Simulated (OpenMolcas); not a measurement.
**Pt2+: moving the ligands**

Pt2+ with 6 ligands (ammonia) in tetragonal octahedral coordination (Ci) at 2.14 Å, the axial distance 1.969 Å. Ligand basis ANO-RCC-VDZP.

```yaml
Program: OpenMolcas
Method: "SS-CASPT2, IPEA 0.25 Eh, imaginary shift 0.1 Eh (closed shells correlated: 5s 5p and the ligand valence shells)"
Basis: ANO-RCC-VDZP [7s6p4d2f]
Scalar_Hamiltonian: DKH2, point nucleus
Active_space: 8 electrons in 5 orbitals (5d)
State_averaging: 2S+1 = 3 even, 10 roots; 2S+1 = 1 even, 15 roots
Spin-orbit_coupling: state interaction with AMFI integrals over the reference wave functions
```

Runs around this geometry, states. Energies in cm-1 above the lowest state or level, χT in cm3 K/mol.

```tsv
R (Å)	Axial / equatorial distance	Ground state	First state of that spin	First gap with spin-orbit (degeneracies)	χT at 300 K	First state of another spin
2.14	0.92	2S+1 = 3	35410	0 (1, 1)	1.270	2S+1 = 1: 2500
2.35	0.92	2S+1 = 3	21990	1 (1, 1)	1.486	2S+1 = 1: 4570
2.22	1.012	2S+1 = 3	28040	11 (1, 1)	1.410	2S+1 = 1: 7690
```

Over all roots computed the reference weight is 0.67 to 0.68 in R = 2.14 in ratio = 0.92, 0.67 to 0.68 in R = 2.35 in ratio = 0.92, 0.67 to 0.68 in R = 2.22 in ratio = 1.012; a low but even weight reflects the number of correlated electrons. Real 4d8 and 5d8 ions are as a rule square planar and diamagnetic. This shell can be high or low spin here, a state of another spin lies low, and with metal d orbitals alone active their balance is uncertain, so the ground spin may be wrong. Ligand-to-metal charge-transfer states are missing. With no ligand orbital active B as a rule stays too high, so bands that hang on it stand too high and its fall with covalency is understated. With one d shell and no ligand orbital active, 10Dq can be off by a tenth or more. The least metal-like active orbital is 70 % on the metal (Löwdin) and no ligand orbital is active, so the numbers are rough (holds for R = 2.14, ratio = 0.92). The least metal-like active orbital is 78 % on the metal (Löwdin) and no ligand orbital is active, so the numbers are rough (holds for R = 2.35, ratio = 0.92). The least metal-like active orbital is 79 % on the metal (Löwdin) and no ligand orbital is active, so the numbers are rough (holds for R = 2.22, ratio = 1.012). No measured value stands beside these numbers; the geometry is a model, was not optimised and need not be the one that this ion takes.

A state without a sure symmetry label is named by its multiplicity alone.
